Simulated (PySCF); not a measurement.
C4H7O, SMILES C[CH]C(C)=O, multiplicity 2.

Geometry: ωB97X-D3(BJ)/def2-SVP. The isomer is the one that the SMILES or the coordinates give; other isomers of the formula were not compared. One conformer was computed; it need not be the lowest.

Computed with PySCF 2.14.0 with TDA-B3LYP/def2-SVPD.

Vertical excitations. The molecule is in vacuum.

```csv
state,energy (eV),λ (nm),f,main pairs
root 1,1.79,693,0.000,β HOMO→LUMO 98 %
root 2,4.65,267,0.010,"α HOMO→LUMO 26 %, β HOMO−1→LUMO 67 %"
root 3,5.25,236,0.002,"α HOMO−1→LUMO 11 %, β HOMO−2→LUMO 75 %"
root 4,5.34,232,0.000,"α HOMO−1→LUMO 65 %, β HOMO−3→LUMO 21 %, β HOMO→LUMO+2 6 %"
root 5,5.56,223,0.000,"α HOMO−1→LUMO 17 %, β HOMO−3→LUMO 62 %, β HOMO−2→LUMO 16 %"
root 6,5.93,209,0.000,α HOMO→LUMO+1 97 %
root 7,6.05,205,0.197,"α HOMO→LUMO 67 %, β HOMO−1→LUMO 22 %"
root 8,6.08,204,0.001,"α HOMO−1→LUMO 5 %, β HOMO→LUMO+2 84 %"
root 9,6.38,194,0.000,β HOMO−4→LUMO 87 %
root 10,6.48,191,0.007,β HOMO→LUMO+1 94 %
```
Unrestricted roots are not spin-pure.
